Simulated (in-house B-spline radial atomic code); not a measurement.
Configurations of Ru, with energies counted from [Kr] 4d7 5s1. Computed with a B-spline radial code for spherical atoms: scalar-relativistic (X2C) LC-wPBE, spin-polarised, spherical fractional occupations, exact exchange averaged over the configuration, Fermi nucleus of rms radius 4.4809 fm. Shells without spins written out take the highest spin.

Occupations are held fixed; configurations that lie above the ionisation limit could autoionise.

```csv
configuration,E - E(ref) (eV),highest orbital,its <r> (bohr)
[Kr] 4d8,1.0159,4d down,1.83
[Kr] 4d7 6d1,6.2273,6d up,21.35
[Kr] 4d6 5s1 6d1,7.1595,6d up,20.79
[Ar] 3d10 4s2 4p5 4d7 5s1 6s1,48.098,6s up,8.708
[Ar] 3d10 4s2 4p5 4d7 5s1 6f1,50.213,6f up,46.55
```

(1) Order these further configurations by energy, lowest first.
A. [Kr] 4d6 5s1 5f1
B. [Kr] 4d6 5s1 6p1
C. [Kr] 4d7 5p1
D. [Kr] 4d6 5s1 5p1
E. [Kr] 4d7 6s1

Answers

(1) D (3.0141 eV), C (3.4221 eV), E (4.8055 eV), B (6.2989 eV), A (7.4688 eV).
